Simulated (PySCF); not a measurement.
## How methods differ on the ionisation energy of Br⁺

Br⁺ [Ar] 3d10 4s2 4p4 (3P) → Br²⁺ [Ar] 3d10 4s2 4p3 (4S), as a difference of total energies. All numbers are calculated (PySCF 2.14, the non-relativistic Hamiltonian (point nucleus), in def2-TZVP). Correlated levels: valence: [Ar] 3d10 frozen. The calculations carry no spin-orbit coupling.

```
           method  ionisation energy (eV)
              UHF                  20.261
             BP86                  21.583
           M06-2X                  21.278
    MP2 (valence)                  20.936
SCS-MP2 (valence)                  21.005
   CCSD (valence)                  21.054
CCSD(T) (valence)                  21.078
```

Question: How much does correlation contribute at CCSD(T) (valence)?

Answer: 21.078 − (20.261) = 0.817 eV, measured against UHF.

These non-relativistic numbers lack the scalar-relativistic shift.

Errors of the correlated levels include the incompleteness of this basis and the frozen core.

For comparison: 21.409 eV (measured; NIST levels, between the centres of gravity of the two terms).
